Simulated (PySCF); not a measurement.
Species: C2H8OSSi.
InChI=1S/C2H8OSSi/c1-3-5-4-2/h5H2,1-2H3

Torsions of this conformer, `[CH3:1][O:2][SiH2:3][S:4][CH3:5]`: C1–O2–Si3–S4 48°, O2–Si3–S4–C5 -88°.

The closed-shell ground state was solved at several levels (PySCF, density fitting, gas phase, non-relativistic). Isolated species at its PBE0-D3(BJ)/def2-SVP geometry (one conformer only).

| level | basis functions | HOMO (eV) | LUMO (eV) | gap (eV) | dipole (D) |
| --- | --- | --- | --- | --- | --- |
| B3LYP/6-31G* | 94 | -6.69 | 0.68 | 7.37 | 2.37 |
| B3LYP/def2-TZVP | 215 | -6.84 | 0.12 | 6.96 | 2.16 |

Problem. Estimate the row for B3LYP/cc-pVTZ, a basis of 270 functions; the other rows only guide the guess.

Solution. HOMO -6.83 eV, LUMO 0.17 eV, gap 7.00 eV, dipole 2.12 D.

Problem. Over all these levels, which gives the widest orbital gap and which the narrowest?

Solution. B3LYP/6-31G* has the widest, 7.37 eV, and B3LYP/def2-TZVP the narrowest, 6.96 eV. From the narrowest to the widest the HOMO moves by +0.15 eV and the LUMO by +0.56 eV.

Problem. How much does the basis alone move the frontier levels among the 3 B3LYP rows (the withheld one included)?

Solution. The HOMO by 0.15 eV and the LUMO by 0.56 eV. By rising basis size (HOMO, LUMO in eV): 6-31G* -6.69, 0.68; def2-TZVP -6.84, 0.12; cc-pVTZ -6.83, 0.17.

Problem. How far do the dipole and the HOMO energy spread over the levels?

Solution. The dipole runs from 2.12 to 2.37 D (mean 2.22 D) and the HOMO from -6.84 to -6.69 eV.
